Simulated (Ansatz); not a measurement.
Reaction (ligand exchange at a Ge–Cl bond): `[OH][Ge]([F])([F])[Cl]` + H–F → `[OH][Ge]([F])([F])[F]` + HCl

Calculated with Ansatz (gas phase, PBE0-D4/def2-TZVP geometries, no zero-point term in ΔE). CCSD(T)/CBS adds triple-zeta CCSD(T) − MP2 to the extrapolated MP2 energy (def2 sets, frozen cores). This one scheme is used for every species. Functionals use def2-TZVPP. HSE06 is defined as in plane-wave codes. For Ge outer-core shells are correlated without core-valence functions, which leaves a few kJ/mol of doubt a bond. Scalar relativity is left out up to krypton. Each species was taken in one conformer, which may not be the lowest.

```json
{"level": "PBE0-D4", "ΔE (kJ/mol)": "14.5", "difference from CCSD(T)/CBS": "2.9"}
{"level": "r2SCANh-D4", "ΔE (kJ/mol)": "7.9", "difference from CCSD(T)/CBS": "-3.7"}
{"level": "CAM-B3LYP-D4", "ΔE (kJ/mol)": "4.0", "difference from CCSD(T)/CBS": "-7.6"}
{"level": "ωB97X-V", "ΔE (kJ/mol)": "5.8", "difference from CCSD(T)/CBS": "-5.8"}
{"level": "HSE06", "ΔE (kJ/mol)": "11.9", "difference from CCSD(T)/CBS": "0.3"}
{"level": "HF/def2-SVP", "ΔE (kJ/mol)": "-0.2", "difference from CCSD(T)/CBS": "-11.8"}
{"level": "CCSD/def2-SVP", "ΔE (kJ/mol)": "-3.7", "difference from CCSD(T)/CBS": "-15.3"}
{"level": "SCS-MP2/def2-TZVPP", "ΔE (kJ/mol)": "3.9", "difference from CCSD(T)/CBS": "-7.7"}
{"level": "CCSD(T)/def2-TZVPP", "ΔE (kJ/mol)": "5.1", "difference from CCSD(T)/CBS": "-6.5"}
{"level": "MP2/def2-QZVPP", "ΔE (kJ/mol)": "12.4", "difference from CCSD(T)/CBS": "0.8"}
{"level": "CCSD(T)/CBS", "ΔE (kJ/mol)": "11.6", "difference from CCSD(T)/CBS": "0"}
```

Largest T1 diagnostic among the species: 0.012.

The D4 term adds +5.3 kJ/mol with B3LYP and +2.8 kJ/mol with PBE0; it sums over pairs of atoms, weighted by their polarisabilities, and B3LYP, whose exchange is more repulsive, gets the larger term. At CCSD(T), def2-SVP lies −14.9 kJ/mol from the extrapolated value and def2-TZVPP −6.5 kJ/mol. In def2-TZVPP, CCSD(T) changes the Hartree–Fock value by +7.3 kJ/mol (the triples alone add +1.7 kJ/mol) and MP2 by +11.6 kJ/mol.

CCSD(T)/CBS has its own doubt, a few kJ/mol and more with outer-core shells, so smaller differences from it don't rank the levels.

B3LYP here is the variant with VWN-RPA as its local correlation; programs differ in this.
